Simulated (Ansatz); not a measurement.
`B[CH2][SnH2][CH3]` and `[CH3][SnH2][CH2][AlH2]` differ in one atom or group.

Ansatz, PBE0-D4/def2-TZVP geometries, multiplicity 1. Each molecule was computed in one conformer, which needn't be the lowest.

Elements past krypton have def2 core potentials.

```csv
property,`B[CH2][SnH2][CH3]`
HOMO energy (B3LYP/def2-TZVPP) / eV,-7.85
HOMO–LUMO gap (PBE0/def2-TZVPP) / eV,7.33
LUMO energy (PBE/def2-TZVPP) / eV,-1.69
LUMO energy (B3LYP/def2-TZVPP) / eV,-0.97
size of the dipole moment (PBE/def2-TZVPP) / D,2.08
size of the dipole moment (B3LYP/def2-TZVPP) / D,1.93
```

Question: Give the same properties after the change, and the shifts. (An estimate is asked.)

Answer: The calculation gave: 
```
                                        property  `[CH3][SnH2][CH2][AlH2]`  shift
             HOMO energy (B3LYP/def2-TZVPP) / eV                     -7.35   0.50
            HOMO–LUMO gap (PBE0/def2-TZVPP) / eV                      6.42  -0.91
               LUMO energy (PBE/def2-TZVPP) / eV                     -1.92  -0.23
             LUMO energy (B3LYP/def2-TZVPP) / eV                     -1.36  -0.39
  size of the dipole moment (PBE/def2-TZVPP) / D                      1.78  -0.30
size of the dipole moment (B3LYP/def2-TZVPP) / D                      1.70  -0.23
```

With PBE0 the HOMO rises by 0.51 eV and the LUMO falls by 0.40 eV, so the gap narrows by about 0.91 eV. PBE moves the HOMO by 0.56 eV and ωB97M-V by 0.51 eV. Dipoles are sizes alone; their direction can turn.

B3LYP here is the variant with VWN-RPA as its local correlation; programs differ in this.
